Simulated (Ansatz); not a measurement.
Input and output for the cluster Hf₂B₂ (the lowest singlet isomer of a short search).

```yaml
crystal:
  periodic: [false, false, false]
  atoms:
    - {symbol: Hf, position_ang: [0.381234, -0.906760, -1.157957]}
    - {symbol: Hf, position_ang: [-1.438112, -0.174711, 0.458173]}
    - {symbol: B, position_ang: [0.763609, -0.026704, 0.871655]}
    - {symbol: B, position_ang: [0.293269, 1.108165, -0.171881]}
basis:
  gaussian: {orbitals: def2-mTZVP}
hamiltonian: {xc: {name: B97}, pseudopotentials: {relativity: scalar}}
scf: {omitted_lower_state_checks: [starts]}
```

```sh
$ ansatz run in.yaml --threads 4 --pin off --events-out ev --progress --plain --max-ram 3916MiB
```

Output, abridged:

```
Functional definition: B97
1062 factors; their error is unknown
mean field evaluation 1: about -3936.0076 eV, gradient 8.4e1 eV
mean field evaluation 2: about -3751.0489 eV, gradient 1.8e2 eV
mean field evaluation 4: about -3952.7089 eV, gradient 4.0e1 eV
mean field evaluation 8: about -3957.9507 eV, gradient 8.9e-1 eV
mean field evaluation 16: about -3957.9738 eV, gradient 3.5e-3 eV
mean field -3957.97376158 eV, -145.4528529272 hartree, gradient 3.6e-5 eV, S^2 0.000000; 0 other end points of the search recorded, 0 dependent functions left out
reference -3957.97378346 eV, -145.4528537313 hartree; 17, 17 occupied and 93, 93 virtual orbitals, 1062 factors
Total energy: -3957.97378346 eV, -145.4528537313 hartree
Relativity: scalar
Checks for a lower state left out: starts
```

Run time 3.6 s (4 threads of Arm Neoverse V1 on a shared host).

In the def2 sets Hf takes a core potential; there is no spin–orbit coupling. The restricted singlet is unstable towards broken spin symmetry at other levels; at RKS B97/def2-mTZVP this wasn't settled.
